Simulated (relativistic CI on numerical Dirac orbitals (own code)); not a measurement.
## What each ingredient does to the levels of Sn⁴¹⁺

Base calculation: Dirac-Coulomb-Breit CI, orbitals from a KLI potential per configuration, a model potential for QED, unscaled Slater integrals.

Configuration list (outside the closed core 1s2): 2s2 2p5, 2s 2p6, 2p6 3s, 2p6 3p, 2p6 3d, 2s2 2p4 3s, 2s2 2p4 3p, 2s2 2p4 3d, 2s 2p5 3s, 2s 2p5 3p, 2s 2p5 3d, 2s2 2p4 4s, 2s2 2p4 4p, 2s2 2p4 4d, 2s2 2p4 4f, 2s 2p5 4s, 2s 2p5 4p, 2s 2p5 4d, 2s 2p5 4f, 2s2 2p3 3s2, 2s2 2p3 3s 3p, 2s2 2p4 5s, 2s2 2p4 5p, 2s2 2p4 5d, 2s2 2p4 5f, 2s2 2p4 5g, 2s2 2p3 3p2, 2s2 2p3 3s 3d, 2s2 2p3 3p 3d, 2s 2p4 3s2, 2s2 2p3 3d2, 2s 2p4 3s 3p, 2s 2p4 3p2, 2s 2p4 3s 3d, 2s 2p5 5s, 2s 2p5 5p. Levels of other configurations are missing.

The lowest level and the first level of each name with at least 55 % of one term (blank where a level has no safe partner in the second run):

```csv
Level,Base (eV),Shift (eV)
2s2 2p5 2P°_3/2,0.00,0.00
2s2 2p5 2P°_1/2,238.12,-0.43
2s 2p6 2S_1/2,514.76,+4.11
2s2 2p4 3s 4P_5/2,3645.41,-0.89
2s2 2p4 3s 2P_3/2,3652.32,-0.90
2s2 2p4 3s 2S_1/2,3682.01,-0.87
2s2 2p4 3p 2P°_1/2,3756.40,+0.37
2s2 2p4 3p 4D°_7/2,3787.83,+0.23
2s2 2p4 3s 4P_3/2,3881.26,-1.03
2s2 2p4 3s 2P_1/2,3886.74,-1.26
2s2 2p4 3d 4F_9/2,3894.41,+0.33
2s2 2p4 3s 2D_5/2,3897.25,-1.24
2s2 2p4 3s 2D_3/2,3900.82,-1.22
2s2 2p4 3p 2F°_5/2,3974.67,-0.08
```

At this charge energies of transitions that change n are usually good to better than 1 %, and those within a shell (Δn = 0) to a few per cent.

(1) One thing was changed in a second run, which moved the levels as shown. Which?
A. QED terms removed
B. configuration mixing switched off
C. Breit term removed
D. non-relativistic limit

Answers

(1) A. QED terms removed. QED shifts follow the density of s (and p1/2) electrons at the nucleus, so configurations move by their count of such electrons; where none moves, the smaller shifts of p3/2 electrons and of j = l + 1/2 against j = l − 1/2 set the pattern.

LS names give the leading component of a level, which can be under half, so a name can repeat, a term be missing and a line seem to break the LS rules.
